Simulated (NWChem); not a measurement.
System: C$_{3}$H$_{5}$BN$_{2}$; SMILES N1C=NB(C)C=1

Here is an NWChem input.

```
start job
memory heap 200 mb stack 900 mb global 1100 mb
geometry units angstroms noautoz
  C      0.079039    -2.246595    -0.039879
  B     -0.003794    -0.702699    -0.043583
  C      1.178033     0.419828     0.069569
  N      0.633844     1.579132     0.058489
  C     -0.801618     1.310282    -0.040364
  N     -1.231996     0.111641    -0.095550
  H      0.072777    -2.540821     1.030341
  H     -0.796413    -2.727139    -0.499298
  H      1.012290    -2.650158    -0.459632
  H      2.271403     0.340608     0.139800
  H     -1.450079     2.199164    -0.059911
end
basis spherical
  * library 6-31g*
end
dft
  xc xctpssh
  iterations 150
  mulliken
end
task dft energy
```

Excerpt of the output:

```
             Northwest Computational Chemistry Package (NWChem) 7.3.0
             --------------------------------------------------------

 C1  symmetry detected

                             Geometry "geometry" -> ""
                             -------------------------

 Output coordinates in angstroms (scale by  1.889725989 to convert to a.u.)

  No.       Tag          Charge          X              Y              Z
 ---- ---------------- ---------- -------------- -------------- --------------
    1 C                    6.0000     0.09623918    -2.24275201    -0.00334000
    2 B                    5.0000     0.00593492    -0.69941232    -0.02425969
    3 C                    6.0000     1.18725490     0.42918658    -0.00601380
    4 N                    7.0000     0.63796583     1.58610906     0.00186666
    5 C                    6.0000    -0.79958418     1.31033142     0.00210473
    6 N                    7.0000    -1.22691083     0.10936419    -0.00687399
    7 H                    1.0000     0.16209588    -2.52092549     1.06916241
    8 H                    1.0000    -0.80533162    -2.73346559    -0.39675432
    9 H                    1.0000     1.00165104    -2.64899675    -0.47790051
   10 H                    1.0000     2.28324360     0.35520133    -0.00707153
   11 H                    1.0000    -1.45217797     2.19633940     0.01240818

 Effective nuclear repulsion energy (a.u.)     194.9284035869

                                 NWChem DFT Module
                                 -----------------

 Summary of "ao basis" -> "ao basis" (spherical)
 ------------------------------------------------------------------------------
       Tag                 Description            Shells   Functions and Types
 ---------------- ------------------------------  ------  ---------------------
 C                           6-31g*                  6       14   3s2p1d
 B                           6-31g*                  6       14   3s2p1d
 N                           6-31g*                  6       14   3s2p1d
 H                           6-31g*                  2        2   2s

            General Information
            -------------------
          SCF calculation type: DFT
          Wavefunction type:  closed shell.
          No. of atoms     :    11
          No. of electrons :    42
           Alpha electrons :    21
            Beta electrons :    21
          Charge           :     0
          Spin multiplicity:     1
          Use of symmetry is: off; symmetry adaption is: off
          Maximum number of iterations: 150
          AO basis - number of functions:    94
                     number of shells:    46
          Convergence on energy requested:  1.00D-06
          Convergence on density requested:  1.00D-05
          Convergence on gradient requested:  5.00D-04

              XC Information
              --------------
                  TPSS hybrid Method XC Functional
                     Hartree-Fock (Exact) Exchange  0.100
                  TPSS metaGGA Exchange Functional  0.900
             TPSS03 metaGGA Correlation Functional  1.000

             Grid Information
             ----------------
          Grid used for XC integration:  medium
          Radial quadrature: Mura-Knowles
          Angular quadrature: Lebedev.
          Tag              B.-S. Rad. Rad. Pts. Rad. Cut. Ang. Pts.
          ---              ---------- --------- --------- ---------
          C                   0.70       49          11.0       434
          B                   0.85       49           9.0       434
          N                   0.65       49          11.0       434
          H                   0.35       45          12.0       434
          Grid pruning is: on
          Number of quadrature shells:   519
          Spatial weights used:  Erf1

      Superposition of Atomic Density Guess
      -------------------------------------

 Sum of atomic energies:        -248.58549013

      Non-variational initial energy
      ------------------------------

 Total energy =    -252.017212
 1-e energy   =    -720.811383
 2-e energy   =     273.865767
 HOMO         =      -0.280611
 LUMO         =      -0.108556

     ---------------------------------------------
      Total Density - Mulliken Population Analysis
     ---------------------------------------------

    Atom       Charge   Shell Charges
 -----------   ------   -------------------------------------------------------
    1 C    6     6.93   2.00  0.73  2.13  0.68  1.38  0.02
    2 B    5     4.31   2.00  0.62  1.09  0.35  0.18  0.07
    3 C    6     5.92   2.00  0.74  1.71  0.61  0.81  0.05
    4 N    7     7.63   2.00  0.86  2.42  0.88  1.44  0.03
    5 C    6     5.47   2.00  0.72  1.55  0.48  0.65  0.07
    6 N    7     7.88   2.00  0.86  2.60  0.86  1.53  0.03
    7 H    1     0.73   0.44  0.30
    8 H    1     0.75   0.45  0.30
    9 H    1     0.75   0.45  0.29
   10 H    1     0.81   0.47  0.34
   11 H    1     0.82   0.47  0.34

   convergence    iter        energy       DeltaE   RMS-Dens  Diis-err
 ---------------- ----- ----------------- --------- --------- ---------
 d= 0,ls=0.0,diis     1   -251.5470685713 -4.46D+02  1.66D-02  8.31D-01
 d= 0,ls=0.0,diis     2   -251.3158225328  2.31D-01  1.20D-02  2.82D+00
 d= 0,ls=0.0,diis     3   -251.6558021659 -3.40D-01  2.27D-03  5.50D-02
 d= 0,ls=0.0,diis     4   -251.6611311199 -5.33D-03  1.03D-03  1.22D-02
 d= 0,ls=0.0,diis     5   -251.6623027295 -1.17D-03  3.85D-04  3.38D-03
  Resetting Diis
 d= 0,ls=0.0,diis     6   -251.6626687317 -3.66D-04  1.15D-04  1.59D-04
 d= 0,ls=0.0,diis     7   -251.6626887682 -2.00D-05  7.51D-05  1.49D-05
 d= 0,ls=0.0,diis     8   -251.6626849202  3.85D-06  4.83D-05  4.28D-05
 d= 0,ls=0.0,diis     9   -251.6626906028 -5.68D-06  9.23D-06  2.26D-06
 d= 0,ls=0.0,diis    10   -251.6626908575 -2.55D-07  1.41D-06  2.68D-08

         Total DFT energy =     -251.662690857545
      One electron energy =     -724.893800903566
           Coulomb energy =      314.365178315081
    Exchange-Corr. energy =      -36.062471855977
 Nuclear repulsion energy =      194.928403586917

 Numeric. integr. density =       42.000004147720

                       DFT Final Molecular Orbital Analysis
                       ------------------------------------

 Vector   19  Occ=2.000000D+00  E=-2.772978D-01
              MO Center= -1.2D-01,  6.8D-01, -3.4D-03, r^2= 2.3D+00
   Bfn.  Coefficient  Atom+Function         Bfn.  Coefficient  Atom+Function
  ----- ------------  ---------------      ----- ------------  ---------------
    75      0.380982   6 N  pz               47     -0.323374   4 N  pz
    33     -0.293278   3 C  pz               79      0.271505   6 N  pz
    51     -0.226007   4 N  pz               61      0.211228   5 C  pz
    37     -0.205740   3 C  pz               65      0.128921   5 C  pz
    19      0.059029   2 B  pz               23      0.040389   2 B  pz

 Vector   20  Occ=2.000000D+00  E=-2.569138D-01
              MO Center= -1.7D-01,  3.4D-01, -1.0D-02, r^2= 3.2D+00
   Bfn.  Coefficient  Atom+Function         Bfn.  Coefficient  Atom+Function
  ----- ------------  ---------------      ----- ------------  ---------------
    73      0.352691   6 N  px               48     -0.304515   4 N  s
    32      0.265796   3 C  py               46     -0.249716   4 N  py
    77      0.246809   6 N  px               17     -0.237465   2 B  px
    76     -0.219637   6 N  s                50     -0.162317   4 N  py
    31      0.151952   3 C  px               62      0.142532   5 C  s

 Vector   21  Occ=2.000000D+00  E=-2.373801D-01
              MO Center= -1.8D-01,  9.0D-01, -2.8D-03, r^2= 2.8D+00
   Bfn.  Coefficient  Atom+Function         Bfn.  Coefficient  Atom+Function
  ----- ------------  ---------------      ----- ------------  ---------------
    73      0.361107   6 N  px               46      0.343970   4 N  py
    45      0.273655   4 N  px               50      0.268547   4 N  py
    77      0.256276   6 N  px               49      0.198998   4 N  px
    59     -0.165177   5 C  px               18      0.160214   2 B  py
    20      0.125098   2 B  s                76     -0.121783   6 N  s

 Vector   22  Occ=0.000000D+00  E=-1.310425D-01
              MO Center=  1.1D-01,  2.8D-01,  1.6D-03, r^2= 2.8D+00
   Bfn.  Coefficient  Atom+Function         Bfn.  Coefficient  Atom+Function
  ----- ------------  ---------------      ----- ------------  ---------------
    19      0.329692   2 B  pz               61     -0.317529   5 C  pz
    23      0.285709   2 B  pz               65     -0.283486   5 C  pz
    33      0.280224   3 C  pz               37      0.267813   3 C  pz
    47     -0.224117   4 N  pz               51     -0.212790   4 N  pz
    75      0.137896   6 N  pz               79      0.131248   6 N  pz

 Vector   23  Occ=0.000000D+00  E= 3.249562D-02
              MO Center= -2.9D-02,  9.6D-01, -4.6D-03, r^2= 2.5D+00
   Bfn.  Coefficient  Atom+Function         Bfn.  Coefficient  Atom+Function
  ----- ------------  ---------------      ----- ------------  ---------------
    51      0.512953   4 N  pz               65     -0.509243   5 C  pz
    47      0.418127   4 N  pz               37     -0.413749   3 C  pz
    61     -0.403625   5 C  pz               79      0.359344   6 N  pz
    75      0.278509   6 N  pz               33     -0.270469   3 C  pz
    90      0.123723   9 H  s                 7     -0.104107   1 C  px

[...]
```

Level: TPSSh/6-31G* (spherical d). All runs use the structure optimised with PBE0/def2-SVP.
